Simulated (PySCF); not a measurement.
## Electron correlation in Ga⁺ (gallium, charge +1)

[Ar] 3d10 4s2, closed-shell 1S. Calculation: PySCF 2.14, in aug-cc-pVDZ-DK (6s5p3d, 36 functions); scalar relativity by spin-free X2C-1e. Frozen: [Ar] 3d10; 2 electrons correlated.

Total MP2 correlation energy: -23.62 mhartree.

Same-spin part 0.00 and opposite-spin part -23.62 mhartree; SCS-MP2 scales them by 1/3 and 6/5 to -28.34 mhartree.

With two correlated electrons CCSD is exact within the correlated space (frozen core and kept virtual orbitals).

```
level  correlation energy (mhartree)
 CCSD                         -35.74
```

Diagnostics: T1 = 0.0056, D1 = 0.0080, largest double amplitude 0.096.

Cost of the coupled-cluster step: 0.06 s of wall time on 1 thread of Neoverse-V1 (shared host), for 2 correlated electrons.

Iterations:

```
CC2 = 0
CCSD nocc = 1, nmo = 22
frozen orbitals [0, 1, 2, 3, 4, 5, 6, 7, 8, 9, 10, 11, 12, 13]
max_cycle = 100
direct = 0
conv_tol = 1e-08
conv_tol_normt = 1e-06
diis_space = 8
diis_start_cycle = 0
Init t2, MP2 energy = -1941.90544750538  E_corr(MP2) -0.0236163361551541
Init E_corr(CCSD) = -0.0236163361555789
cycle = 1  E_corr(CCSD) = -0.0311531378167598  dE = -0.00753680166  norm(t1,t2) = 0.0447448
cycle = 2  E_corr(CCSD) = -0.0338494338667987  dE = -0.00269629605  norm(t1,t2) = 0.0188031
cycle = 3  E_corr(CCSD) = -0.0357613872461418  dE = -0.00191195338  norm(t1,t2) = 0.0083404
cycle = 4  E_corr(CCSD) = -0.0357388463021548  dE = 2.2540944e-05  norm(t1,t2) = 0.000345317
cycle = 5  E_corr(CCSD) = -0.035740733422527  dE = -1.88712037e-06  norm(t1,t2) = 3.9679e-05
cycle = 6  E_corr(CCSD) = -0.0357385100951448  dE = 2.22332738e-06  norm(t1,t2) = 7.9645e-06
cycle = 7  E_corr(CCSD) = -0.0357389435649265  dE = -4.33469782e-07  norm(t1,t2) = 1.93511e-06
cycle = 8  E_corr(CCSD) = -0.0357389370351479  dE = 6.52977865e-09  norm(t1,t2) = 8.60861e-08
CCSD converged
E(CCSD) = -1941.917570106259  E_corr = -0.03573893703514788
```
